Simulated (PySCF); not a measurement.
## Neon: a sound run and one with changed settings

Sound run: Ne²⁺ [He] 2s2 2p4, Ne³⁺ [He] 2s2 2p3. Computed with PySCF 2.14 in cc-pVTZ-DK, with scalar relativity by spin-free X2C-1e. The sound run starts from symmetry-adapted Hartree-Fock orbitals and uses a fine grid where one is needed.

Changed run: radial step 0.5 in ln r (0.13 in the sound run). This setting is unsound on purpose.

```csv
species,method,sound run (hartree),changed run (hartree),converged
Ne²⁺,UHF,-126.50363,-126.50363,yes
Ne²⁺,PBE,-126.68247,-126.67638,yes
Ne²⁺,r2SCAN,-126.75666,-126.74154,yes
Ne³⁺,UHF,-124.23241,-124.23241,yes
Ne³⁺,PBE,-124.33595,-124.33005,yes
Ne³⁺,r2SCAN,-124.41981,-124.42115,yes
```

Ionisation energy of Ne²⁺:

| method | sound run (eV) | changed run (eV) |
| --- | --- | --- |
| UHF | 61.803 | 61.803 |
| PBE | 63.852 | 63.847 |
| r2SCAN | 63.589 | 63.141 |

A coarse radial grid mis-integrates the density and the exchange-correlation energy, with errors of either sign; Hartree-Fock needs no grid.

For comparison, NIST gives 63.423 eV between the lowest levels.
